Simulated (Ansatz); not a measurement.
Cartesian coordinates in Å:
```
Si -0.3330 -0.2478 -1.3971
O -0.6382 0.0755 0.1831
Ga 0.2350 0.3096 1.6848
Cl 2.3471 0.1872 1.7268
Cl -0.8617 0.7136 3.4400
H 1.0667 -0.7152 -1.5846
H -0.5459 0.9827 -2.2017
H -1.2700 -1.3055 -1.8514
```

Charge 0, multiplicity 1.

Problem. List the PBE/def2-TZVPP orbital energies in eV (Ansatz). (An estimate is asked.)

Solution. Ansatz gave: Occupied: -10095.26, -2739.39, -2739.37, -1780.19, -1235.08, -1094.81, -1094.70, -1094.67, -510.73, -249.94, -249.93, -190.64, -190.62, -190.48, -190.47, -190.45, -190.44, -145.01, -137.86, -99.63, -99.39, -99.33, -94.64, -94.57, -94.57, -24.90, -22.03, -21.91, -21.56, -21.52, -21.25, -20.30, -19.99, -13.81, -11.87, -10.39, -10.07, -9.62, -9.17, -8.66, -8.32, -8.24, -8.03, -7.69, -7.61. Lowest empty: -2.68, -1.89, -0.48, 0.75, 0.78, 0.89, 1.54, 1.62.
